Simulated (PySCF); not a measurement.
I₂Sn, charge -1, doublet, at a GFN2-xTB geometry (such geometries of metal compounds can be far from the true shape) (a state made from the parent by changing its charge; the spin is typed, not shown lowest) (core potentials on I, Sn). Base run: PBE0/def2-SVP in PySCF.

Here is a job for PySCF.
```python
from pyscf import gto, scf, dft, solvent

mol = gto.M(
    atom='''
Sn    0.034956    0.016413    1.211152
I     1.128029   -1.930600   -0.578273
I    -1.161007    1.915116   -0.564324
''',
    basis='def2-svp',
    ecp={'I': 'def2-svp', 'Sn': 'def2-svp'},
    charge=-1,
    spin=1,
    verbose=3,
)

mf = dft.UKS(mol)
mf.xc = 'pbe0'
mf.kernel()
mf.analyze()
```

Variants of this job, named by their change:

| change | ΔE vs base (kJ/mol) |
|---|---|
| base | 0.00 |
| model = C-PCM; solvent = 2-propanol | -183.0 |
| model = IEF-PCM; solvent = dimethylsulfoxide | -188.9 |
| model = IEF-PCM; solvent = chloroform | -150.9 |
| model = ddCOSMO; solvent = 2-propanol | -174.1 |
| model = IEF-PCM; solvent = 2-propanol; r_probe = 0.5 | -168.6 |
| model = COSMO; solvent = 2-propanol | -178.4 |
| model = IEF-PCM; solvent = 2-propanol; vdw_scale = 1.0 | -170.3 |
| model = IEF-PCM; solvent = 2-propanol; vdw_scale = 1.1 | -181.4 |
| model = IEF-PCM; solvent = 2-propanol; lebedev_order = 11 | -180.2 |
| model = IEF-PCM; solvent = 2-propanol; vdw_scale = 1.4 | -172.2 |
| model = IEF-PCM; solvent = dichloromethane | -170.7 |

The base is the gas phase, so ΔE is the electrostatic part of solvation at a fixed geometry, without cavity and dispersion terms.

Open shells are given as the SCF converged; they aren't shown to be the lowest states, and a large step between rows can be another state.

The gas-phase anion may not be bound at this level, which the solvent then changes.
